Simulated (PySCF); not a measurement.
# How methods differ on the ionisation energy of Ga

Ga [Ar] 3d10 4s2 4p1 (2P) → Ga⁺ [Ar] 3d10 4s2 (1S), as a difference of total energies. Calculation: PySCF 2.14, in Sapporo-DKH3-DZP-2012; scalar relativity by spin-free X2C-1e. Correlated levels: valence: [Ar] 3d10 frozen. The calculations carry no spin-orbit coupling.

```
           method  ionisation energy (eV)
              UHF                   5.537
             MN15                   5.984
              LDA                   6.055
    MP2 (valence)                   5.709
SCS-MP2 (valence)                   5.692
   CCSD (valence)                   5.795
CCSD(T) (valence)                   5.809
```

Q: How much does correlation contribute at CCSD(T) (valence)?

A: 5.809 − (5.537) = 0.272 eV, measured against UHF.

Errors of the correlated levels include the incompleteness of this basis and the frozen core.

For comparison: 5.931 eV (measured; NIST levels, between the centres of gravity of the two terms).
